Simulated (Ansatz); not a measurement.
`CS[S][GaH][F]` + HBr → `[F][GaH][Br]` + `CSS`  (ligand exchange at a Ga–S bond)

Gas-phase electronic energies from Ansatz, PBE0-D4/def2-TZVP geometries. CCSD(T)/CBS adds triple-zeta CCSD(T) − MP2 to the extrapolated MP2 energy (def2 sets, frozen cores). Functionals use def2-TZVPP. For Br, Ga outer-core shells are correlated without core-valence functions, which leaves a few kJ/mol of doubt a bond. Scalar relativity is left out up to krypton. Each species was taken in one conformer, which may not be the lowest.

CCSD(T)/CBS gives -9.7 kcal/mol.

Task: Another level gave -10.1 kcal/mol. Which?
A. PBE0/def2-TZVPP
B. MP2/def2-TZVPP
C. HF/def2-TZVPP
D. LDA (SPW92)/def2-TZVPP

Result: B. MP2/def2-TZVPP -10.1, PBE0 -11.1, LDA (SPW92) -8.0, HF/def2-TZVPP -15.5 kcal/mol.

Task: What do rigid-rotor, harmonic-oscillator terms from PBE0-D4/def2-TZVP frequencies (298.15 K, 1 bar) make of the CCSD(T)/CBS value? (An estimate is asked.)

Result: Computed: ΔZPE = +1.3 kcal/mol, ΔH = -9.2 kcal/mol, ΔS = 19 J/(mol·K), ΔG = -10.6 kcal/mol.

Largest T1 diagnostic among the species: 0.014.

Leaving LDA and LC-ωPBE aside and taking each functional with its dispersion term where it has one, the values, not all of them listed here, spread over 3.0 kcal/mol, from PBE-QIDH to BLYP-D4. LDA lies +2.0 kcal/mol from PBE without D4. The D4 term adds +2.2 kcal/mol with B3LYP and +1.2 kcal/mol with PBE0; it sums over pairs of atoms, weighted by their polarisabilities, and B3LYP, whose exchange is more repulsive, gets the larger term. From r2SCAN to r2SCAN0 (25 % exact exchange), in def2-TZVPP and without D4, ΔE moves by −1.0 kcal/mol.

CCSD(T)/CBS has its own doubt, a few kJ/mol and more with outer-core shells, so smaller differences from it don't rank the levels.

B3LYP here is the variant with VWN-RPA as its local correlation; programs differ in this.
